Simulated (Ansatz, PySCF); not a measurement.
Spin states of Br4Mo (SMILES [Br][Mo]([Br])([Br])[Br]), each relaxed with B3LYP-D3(BJ)/def2-TZVP.
State 1 (charge 0, multiplicity 3):
```csv
atom,x (Å),y (Å),z (Å)
Mo,-0.0106,0.0060,-0.0115
Br,1.8417,-0.5578,-1.4156
Br,0.7611,0.3540,2.2255
Br,-1.0434,2.0065,-0.8190
Br,-1.6025,-1.7789,-0.0367
```
State 2 (charge 0, multiplicity 1):
```xyz
5

Mo    -0.0086     0.0065    -0.0118
Br     1.7850    -0.6546    -1.4390
Br     0.7153     0.4574     2.2163
Br    -1.0170     2.0499    -0.7182
Br    -1.5286    -1.8295    -0.1045
```

Singlets are restricted, other states unrestricted; no spin–orbit coupling, no relativity up to Kr; see below for the cores. The largest T1 diagnostic is 0.018.

Run with Ansatz (Gaussian basis) for Hartree–Fock, density functionals and correlated methods; PySCF for the dispersion terms.  In def2 rows elements past Kr take small-core potentials, without spin–orbit coupling.

**Question.** One of these levels gives 20.78 kcal/mol for the energy of the multiplicity-1 state less that of the multiplicity-3 state. Which one is it?
(A) r2SCANh/def2-TZVPP
(B) PBE0-D3(BJ)/def2-TZVPP
(C) B3LYP-D4/def2-TZVPP
(D) BLYP/def2-TZVPP

**Answer.** D, BLYP/def2-TZVPP. The others give 29.03 (r2SCANh/def2-TZVPP), 23.50 (B3LYP-D4/def2-TZVPP), 25.83 (PBE0-D3(BJ)/def2-TZVPP)

Ansatz is an electronic-structure program.
